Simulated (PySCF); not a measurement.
**Two-component Hartree-Fock for S (sulfur, neutral)**

Start: [Ne] 3s2 3p4; 3p1/2 filled at m_j = +1/2; 3p3/2 filled at m_j = -1/2, +1/2, +3/2. Calculated with PySCF 2.14 in x2c-TZVPall-2c (5s6p2d1f, 40 functions): generalised Hartree-Fock with the X2C-1e Hamiltonian and a Gaussian nucleus; one run each with spin-orbit coupling (SO) switched off, then screened by Boettger's factors. This is a chosen level, not necessarily the ground level.

```tsv
spinor shell	electrons	ε, spin-free (eV)	ε, screened SO (eV)	weight of nominal j (screened SO)	rms radius, screened SO (bohr)
1s1/2	2	-2511.3	-2511.3	1.000	0.112
2s1/2	2	-246.30	-246.29	1.000	0.516
2p1/2	2	-181.77	-182.89	0.935	0.489
3s1/2	2	-24.035	-24.029	0.999	1.85
3p3/2	3	-11.903	-12.535	0.656	2.22
3p1/2	1	-11.903	-10.018	0.663	2.31
```

(1) Where does 2p3/2 lie, and what is the 2p spin-orbit splitting (screened SO)?

```json
{"quantity": "E (hartree)", "spin-free": "-398.57941", "screened SO": "-398.58106"}
{"quantity": "M_J", "spin-free": "2", "screened SO": "2"}
{"quantity": "⟨J²⟩", "spin-free": "6.015", "screened SO": "6.017"}
{"quantity": "⟨L²⟩", "spin-free": "2.010", "screened SO": "2.014"}
{"quantity": "⟨S²⟩", "spin-free": "2.005", "screened SO": "2.003"}
```

Each row is a mean over spinors that exchange with the open shell spreads, by up to 5.886 eV (3s1/2).

Rows whose weight is well below 1 are mixtures of j = l ± 1/2: exchange outweighs spin-orbit coupling there, and the label is only the starting occupation.

Without spin-orbit coupling the j labels of p, d and f shells carry no meaning; the spin-free column gives the mean over the occupied spinors of each nl shell.

## Answers

(1) At -181.19 eV, 1.698 eV above 2p1/2.
